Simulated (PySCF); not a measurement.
# Mayer bond orders and bond lengths

Species: C₆H₁₃N₃Si.
Atom-mapped SMILES: `[CH3:1][c:2]1[n:3][n:4][n:5]([SiH:6]([CH3:7])[CH3:8])[c:9]1[CH3:10]` (hydrogens: H11, H12, H13 on C1; H14 on Si6; H15, H16, H17 on C7; H18, H19, H20 on C8; H21, H22, H23 on C10)

Structure used (GFN2-xTB), in Å, numbered top down from 1:
```
atom  x, y, z in Å
C1     3.4654   -0.8365   -0.2933
C2     1.9824   -0.8043   -0.3837
N3     1.2543   -1.8657   -0.8024
N4     0.0179   -1.5685   -0.7877
N5    -0.1337   -0.3009   -0.3598
Si6   -1.7619    0.3812   -0.2265
C7    -2.1708    0.5646    1.6199
C8    -2.8975   -0.8392   -1.1138
C9     1.0968    0.2152   -0.0932
C10    1.3251    1.5896    0.4111
H11    3.9045   -0.0692   -0.9304
H12    3.7921   -0.6600    0.7311
H13    3.8191   -1.8113   -0.6164
H14   -1.6895    1.6960   -0.8857
H15   -3.1687    0.9694    1.7545
H16   -1.4789    1.2295    2.1286
H17   -2.1345   -0.3969    2.1257
H18   -2.7025   -0.8506   -2.1814
H19   -2.7376   -1.8487   -0.7474
H20   -3.9416   -0.5823   -0.9669
H21    0.7400    2.3103   -0.1569
H22    1.0352    1.6666    1.4590
H23    2.3797    1.8388    0.3257
```

Bond orders from the PBE0/pcSseg-1 density (PySCF). One conformer (not necessarily the lowest) at the GFN2-xTB geometry, without solvent, vibrations or thermal averaging.

Q: How far do the computed orders between heavy atoms stray from the drawn ones?

A: The largest departure is 0.452, at N5–C9 (drawn aromatic, 1.048), counting aromatic bonds as 1.5. Drawn single, order below 0.88: N5–Si6 (0.726). The bonds drawn aromatic range from 1.05 to 1.50.

Q: Give the Mayer order of every bond between heavy atoms, beside its length.

A: 
```csv
bond,drawn as,length (Å),Mayer order
C1–C2,single,1.486,1.072
C2–N3,aromatic,1.354,1.338
N3–N4,aromatic,1.272,1.504
N4–N5,aromatic,1.346,1.161
N5–Si6,single,1.770,0.726
Si6–C7,single,1.900,0.964
Si6–C8,single,1.888,0.998
N5–C9,aromatic,1.361,1.048
C9–C10,single,1.482,1.113
C9–C2,aromatic,1.381,1.459
```

Bonds between the same two heavy elements. C–C: lowest C1–C2 (1.072, 1.486 Å), highest C9–C2 (1.459, 1.381 Å). C–N: lowest N5–C9 (1.048, 1.361 Å), highest C2–N3 (1.338, 1.354 Å). N–N: lowest N4–N5 (1.161, 1.346 Å), highest N3–N4 (1.504, 1.272 Å). C–Si: lowest Si6–C7 (0.964, 1.900 Å), highest Si6–C8 (0.998, 1.888 Å).

Q: And the bonds to hydrogen?

A: C–H: 0.93 to 0.96 (12 bonds); H–Si: 0.95 (1 bond).

Q: Sum the orders of all bonds at each heavy atom with more than one neighbour and set the sums beside the valence in the SMILES.

A: C1 3.916 (drawn 4), C2 3.869 (drawn 4), N3 2.842 (drawn 3), N4 2.665 (drawn 3), N5 2.935 (drawn 3), Si6 3.634 (drawn 4), C7 3.824 (drawn 4), C8 3.850 (drawn 4), C9 3.620 (drawn 4), C10 3.911 (drawn 4). Orders between atoms that aren't bonded are not in these sums.

For a closed shell the Mayer order of atoms A and B is Σ (PS)μν (PS)νμ over the basis functions μ on A and ν on B, with P the density and S the overlap matrix.

These values come from a run that also computed NMR shieldings. Hardware: one thread, AMD EPYC 9R45 (x86_64) (shared host). Cost: 28 s, 1.0 GiB resident at most.
